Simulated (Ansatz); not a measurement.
Program: Ansatz. Geometries: PBE0-D4/def2-TZVP. ΔE: electronic, gas phase. CCSD(T)/CBS adds triple-zeta CCSD(T) − MP2 to the extrapolated MP2 energy (def2 sets, frozen cores). Functionals use def2-TZVPP. HSE06 is defined as in plane-wave codes. Elements past krypton have def2 core potentials. For I outer-core shells are correlated without core-valence functions, which leaves a few kJ/mol of doubt a bond. One conformer a species, not always the lowest.

`CS[Si](F)(F)Cl` + `[AlH2][I]` → `F[Si](F)(Cl)I` + `C[S][AlH2]`  (redistribution)

`CS[Si](F)(F)Cl`:

```xyz
9

C     1.358    0.607   -0.471
S     0.716   -0.042    1.107
Si   -1.202   -0.552    0.474
F    -1.988    0.693   -0.103
F    -1.176   -1.591   -0.718
Cl   -2.235   -1.335    2.019
H     0.784    1.472   -0.799
H     2.384    0.914   -0.271
H     1.360   -0.166   -1.238
```

`[AlH2][I]`:

Z-matrix (Å, degrees):
```
Al
I 1 2.472
H 1 1.577 2 117.8
H 1 1.577 2 117.8 3 180.0
```

`F[Si](F)(Cl)I`:

Cartesian coordinates in Å:
```
F 1.555 0.228 0.490
Si 0.042 0.093 0.078
F -0.572 1.543 0.064
Cl -0.912 -0.999 1.475
I -0.113 -0.865 -2.108
```

`C[S][AlH2]`:

Cartesian coordinates in Å:
```
C -0.085 -1.138 -0.781
S 1.122 -0.458 0.402
Al 0.186 1.400 1.012
H 0.402 -1.257 -1.749
H -0.950 -0.485 -0.893
H -0.414 -2.113 -0.424
H -1.220 1.756 0.373
H 0.958 2.295 2.060
```

```json
{"level": "revPBE-D4", "ΔE (kJ/mol)": "29.3"}
{"level": "r2SCANh-D4", "ΔE (kJ/mol)": "34.5"}
{"level": "PBE-QIDH", "ΔE (kJ/mol)": "36.0"}
{"level": "PBE", "ΔE (kJ/mol)": "28.2"}
{"level": "r2SCAN", "ΔE (kJ/mol)": "32.9"}
{"level": "HSE06", "ΔE (kJ/mol)": "32.9"}
{"level": "RPA@PBE/def2-TZVPP", "ΔE (kJ/mol)": "33.5"}
{"level": "CCSD(T)/def2-SVP", "ΔE (kJ/mol)": "40.2"}
```

Q: What does CCSD(T)/CBS give? (Estimate.)

A: The calculation gave: +32.7 kJ/mol. The listed levels differ from it by -3.4, 1.8, 3.3, -4.5, 0.2, 0.2, 0.8, 7.5 kJ/mol.

Q: What do rigid-rotor, harmonic-oscillator terms from PBE0-D4/def2-TZVP frequencies (298.15 K, 1 bar) make of the CCSD(T)/CBS value? (Best estimate.)

A: Ansatz gave: ΔZPE = +0.1 kJ/mol, ΔH = +32.3 kJ/mol, ΔS = 5 J/(mol·K), ΔG = +30.9 kJ/mol.

Largest T1 diagnostic among the species: 0.011.

From BLYP to BHLYP (50 % exact exchange), in def2-TZVPP and without D4, ΔE moves by +9.3 kJ/mol. At CCSD(T), def2-SVP lies +7.6 kJ/mol from the extrapolated value and def2-TZVPP +2.4 kJ/mol.
